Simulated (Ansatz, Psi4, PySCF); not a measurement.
H4Al (SMILES [AlH4-]), charge -1, singlet, at a GFN2-xTB geometry (such geometries of metal compounds can be far from the true shape), atoms displaced at random by about 0.08 Å a coordinate. Base run: HF/def2-SVP, gradient run with PySCF.

The PySCF input:
```python
from pyscf import gto, scf

mol = gto.M(
    atom='''
Al   -0.02170833    0.02941534   -0.11160449
H     1.28725962   -0.11404098    1.10209506
H    -1.13681390    0.91175799    0.64575736
H    -0.57575249   -1.53452954   -0.44986547
H     0.59002805    0.75126100   -1.47995700
''',
    basis='def2-svp',
    charge=-1,
    verbose=4,
)

mf = scf.RHF(mol)
mf.kernel()
g = mf.nuc_grad_method()
grad = g.kernel()
```

Programs used: Ansatz (a first-principles code), Psi4, PySCF; a row that names a program was run with it.

The coordinate followed is y of atom 4.

Each row names what was changed in the base input (with any setting that the change needs).

| change | dE/dx (Eh/bohr) | net force (Eh/bohr) |
|---|---|---|
| base | -0.010070 | 0.000000 |
| finite difference step (bohr) = 1e-5; conv_tol = 1e-11 | -0.010070 | - |
| finite difference step (bohr) = 1e-3; conv_tol = 1e-11 | -0.010070 | - |
| density fitting = on; auxbasis_response = off | -0.010060 | 0.000079 |
| density fitting = on | -0.010063 | 0.000000 |
| code = psi4 | -0.010063 | 0.000000 |
| conv_tol = 1e-11 | -0.010070 | 0.000000 |
| code = ansatz | -0.010070 | 0.000000 |
| finite difference step (bohr) = 0.01; conv_tol = 1e-11 | -0.010068 | - |
| conv_tol = 1e-6 | -0.010069 | 0.000000 |
| finite difference step (bohr) = 0.05; conv_tol = 1e-11 | -0.010007 | - |
| finite difference step (bohr) = 0.2; conv_tol = 1e-11 | -0.009056 | - |

The net force is zero for an exact gradient.
